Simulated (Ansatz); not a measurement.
**Abstraction of Br: C2H5BrMg + C2H5Si → C2H5Mg + C2H5BrSi**

Species: C2H5BrMg `C[CH2][Mg][Br]`, singlet; C2H5Si `C=C[SiH2]`, doublet; C2H5Mg `C[CH2][Mg]`, doublet; C2H5BrSi `C=C[SiH2]Br`, singlet. A radical takes Br: the energy is the difference in strength between the Mg–Br bond broken and the Si–Br bond made.

Shapes, held fixed at every level: PBE0-D4/def2-TZVP. Flexible molecules stand in one conformer, not always the lowest. Programs: Ansatz 0.2.0. The zero-point and thermal change to 298 K, harmonic and unscaled (PBE0-D4/def2-TZVP), is +3.0 kJ/mol.

(1) Estimate ΔH(298 K) of this reaction.

## Answers

(1) B2PLYP/def2-TZVPP gives ΔH(298 K) = +29.8 kJ/mol; the levels span +23.6 to +52.0. The median of the levels is +29.8. No measured value is set beside it here. Spin contamination: C2H5Si (⟨S²⟩ up to 0.90). Open shells run unrestricted. Relativity is left out for Br. Outer-core shells of Br, Mg are correlated, in sets that cover them unevenly. Times are processor times on shared x86 and Arm servers, and rough.

```csv
level,kind,ΔH(298 K) (kJ/mol),CPU time (sum over the molecules)
HF/def2-SVP,Hartree–Fock,+52.0,–
HF/def2-TZVPP,Hartree–Fock,+41.9,–
B3LYP-D4/def2-TZVPP,global hybrid,+23.6,58 s
r2SCAN0-D4/def2-TZVPP,global hybrid,+34.5,69 s
wB97M-V/def2-TZVPP,range-separated hybrid,+26.7,2.5 min
wB97X-V/def2-TZVPP,range-separated hybrid,+28.6,1.8 min
B2PLYP/def2-TZVPP,double hybrid,+29.8,69 s
```
